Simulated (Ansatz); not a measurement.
Born–Oppenheimer molecular dynamics of CH10BNSSi2 (16 atoms, charge 0, multiplicity 1). It starts from a relaxed structure.

Method: RKS BLYP-D4/STO-3G (Ansatz).

```yaml
ensemble: NVT, Langevin thermostat
time_step: 0.5 fs
steps_asked: 178
set_temperature: 100 K
friction: 0.01 /fs
seed: 905842
```

First frame:

```xyz
16
Properties=species:S:1:pos:R:3
N 0.067 -1.462 0.349
B 0.399 -0.086 0.308
C 1.557 0.377 -0.690
Si 0.864 0.830 -2.397
S -0.434 1.190 1.270
Si -1.927 0.071 2.346
H -0.678 -1.903 0.941
H 0.577 -2.179 -0.221
H 2.310 -0.425 -0.825
H 2.099 1.261 -0.298
H -0.095 1.918 -2.289
H 1.927 1.244 -3.303
H 0.189 -0.317 -2.988
H -2.667 1.008 3.175
H -1.345 -0.950 3.210
H -2.867 -0.600 1.455
```

Problem. How far do the bonds stretch over the last three quarters of this one trajectory? (Pairs bonded in most of those frames.)

Solution. 
```tsv
bond	mean (Å)	spread (Å)	shortest	longest
N1–B2	1.415	0.009	1.40	1.43
N1–H7	1.049	0.011	1.03	1.07
N1–H8	1.048	0.009	1.03	1.07
B2–C3	1.597	0.017	1.56	1.62
B2–S5	1.804	0.014	1.79	1.84
C3–Si4	1.899	0.017	1.88	1.93
C3–H9	1.109	0.017	1.08	1.14
C3–H10	1.107	0.019	1.08	1.14
Si4–H11	1.455	0.029	1.40	1.51
Si4–H12	1.456	0.014	1.43	1.48
Si4–H13	1.456	0.019	1.42	1.50
S5–Si6	2.151	0.012	2.13	2.17
Si6–H14	1.455	0.017	1.42	1.49
Si6–H15	1.459	0.008	1.44	1.47
Si6–H16	1.461	0.009	1.44	1.48
```

Mean temperature of the second half: 69 K. The mean temperature of the second half is 31 % below the set value. A run of 0.089 ps of so small a system gives no equilibrium averages. Limits of this set-up: minimal basis.

Run time: 14 min on 1 thread of Arm Neoverse N1, with other jobs on the host, peak memory 0.092 GiB.
